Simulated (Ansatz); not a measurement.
Torsion H3–O1–Sn2–H4 in H2OSn (SMILES [OH][SnH]); at each angle all else is relaxed with GFN2-xTB, and the levels are single points there.
Geometry at 0° (charge 0, multiplicity 1):
```xyz
4

O     -1.0560     0.1639     0.2814
Sn     0.7791     0.8811    -0.1263
H     -1.5643    -0.4851    -0.2014
H      1.1385    -0.1146    -1.7089
```

On the grid 0° to 330°, 60° is the highest and 0° the lowest point at CCSD(T)/CBS(def2-TZVPP, def2-QZVPP).

Correlated levels freeze the cores. Filled d and f shells under p-block atoms count as core. CBS: X⁻³ extrapolation of the correlation energy, Hartree–Fock from the larger set.

Codes used: Ansatz (a quantum-chemistry and plane-wave program) with Gaussian orbitals. Values without a source in brackets are computed. In def2 rows elements past Kr take small-core potentials, without spin–orbit coupling.

Task: Estimate the energy at 60° less that at 0° that CCSD/def2-QZVPP returns for this input.

Result: 7.9 kcal/mol
